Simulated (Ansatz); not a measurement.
# C7H8O: where a starting geometry ends

The starting geometry of this gas-phase singlet was optimised with GFN2-xTB; its bonds are those of `C#C/C=C/C(=C)OC`.

```xyz
16

C     1.2898   -3.5743   -1.1620
C     0.5730   -2.6703   -0.8235
C    -0.2751   -1.6252   -0.4231
C    -0.2122   -0.3897   -0.9379
C    -1.0849    0.6992   -0.5295
C    -0.9791    1.9162   -1.0753
C    -2.8722    1.3147    0.9053
O    -1.9805    0.3368    0.4359
H     1.9180   -4.3615   -1.4547
H    -1.0037   -1.8610    0.3407
H     0.5141   -0.1504   -1.7010
H    -0.2384    2.1013   -1.8302
H    -1.6011    2.7482   -0.8024
H    -3.4861    0.8223    1.6582
H    -2.3398    2.1548    1.3632
H    -3.5142    1.6894    0.1013
```

Q: Predict what becomes of its bonds when it is optimised with PBE-D3(BJ)/def2-SVP.

A: It keeps its bonds, and is `C#C/C=C/C(=C)OC`.

The energy falls by 0.15 eV over 9 steps:

```
step  E − E(last) (eV)
   1             0.154
   2             0.009
   3             0.001
   4             0.000
   5             0.000
   6             0.000
   7             0.000
   8             0.000
   9             0.000
```

Final geometry (Å):

```tsv
atom	x (Å)	y (Å)	z (Å)
C	1.3091	-3.6413	-1.1535
C	0.5894	-2.6994	-0.8318
C	-0.2586	-1.6366	-0.4355
C	-0.2045	-0.3748	-0.9504
C	-1.0850	0.7126	-0.5329
C	-0.9958	1.9603	-1.0755
C	-2.8777	1.3104	0.9124
O	-1.9727	0.3374	0.4301
H	1.9458	-4.4657	-1.4408
H	-1.0120	-1.8487	0.3430
H	0.5347	-0.1291	-1.7277
H	-0.2400	2.1507	-1.8481
H	-1.6444	2.7943	-0.7802
H	-3.5021	0.8114	1.6764
H	-2.3456	2.1700	1.3789
H	-3.5332	1.6990	0.1006
```

No frequencies were run, so the end isn't proven a minimum. Run with Ansatz 0.2.0, 18 s on 2 threads of Arm Neoverse V2, on a shared host.
